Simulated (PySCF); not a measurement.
## Spinor energies of In⁴⁰⁺ (indium, charge +40)

Start: [He] 2s2 2p5; 2p1/2 filled at m_j = -1/2, +1/2; 2p3/2 filled at m_j = -1/2, +1/2, +3/2. Calculated with PySCF 2.14 in an even-tempered Gaussian basis (17 s from 19 bohr⁻², ratio 2.4; 12 p from 25 bohr⁻², ratio 2.4; 5 d from 92 bohr⁻², ratio 2.6; 4 f from 140 bohr⁻², ratio 2.6): generalised Hartree-Fock with the X2C-1e Hamiltonian and a Gaussian nucleus; one run each with spin-orbit coupling (SO) switched off, then screened by Boettger's factors.

```
spinor shell  electrons  ε, spin-free (eV)  ε, screened SO (eV)  weight of nominal j (screened SO)  rms radius, screened SO (bohr)
       1s1/2          2           -30855.1             -30849.8                              1.000                          0.0340
       2s1/2          2            -6799.6              -6798.1                              1.000                           0.135
       2p1/2          2            -6408.4              -6560.4                              0.998                           0.116
       2p3/2          3            -6408.4              -6337.6                              0.999                           0.121
```

```tsv
quantity	spin-free	screened SO
E (hartree)	-4285.27250	-4288.89620
M_J	3/2	3/2
⟨J²⟩	3.750	3.750
⟨L²⟩	2.000	2.004
⟨S²⟩	0.750	0.754
```

Each row is a mean over spinors that exchange with the open shell spreads, by up to 39.569 eV (2s1/2).

Breit and QED terms are absent; they matter most for the inner s and p1/2 levels.

Densities and radii are taken from the X2C orbitals without a picture-change correction, which distorts them close to the nucleus.

Without spin-orbit coupling the j labels of p, d and f shells carry no meaning; the spin-free column gives the mean over the occupied spinors of each nl shell.
